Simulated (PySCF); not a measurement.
**How methods differ on the excitation energy of Zr**

Zr [Kr] 4d2 5s2 (3F) → Zr [Kr] 4d2 5s1 5p1 (high-spin determinant), as a difference of total energies. Calculation: PySCF 2.14, in aug-cc-pVDZ-PP with ECP28MDF; a scalar-relativistic core potential. Correlated levels: valence: 4s2 4p6 frozen. The calculations carry no spin-orbit coupling.

```csv
method,excitation energy (eV)
UHF,0.824
LDA,2.136
PBE,1.915
PBE0,1.760
r2SCAN,1.583
PBEsol,1.891
CAM-B3LYP,2.063
HSE06,1.782
TPSSh,1.798
MP2 (valence),1.569
SCS-MP2 (valence),1.819
```

Problem. How much does correlation contribute at MP2 (valence)?

Solution. 1.569 − (0.824) = 0.745 eV, measured against UHF.

The determinant of the upper state mixes LS terms, which raises its energy above the lowest term, most at the Hartree-Fock and MP2 levels.
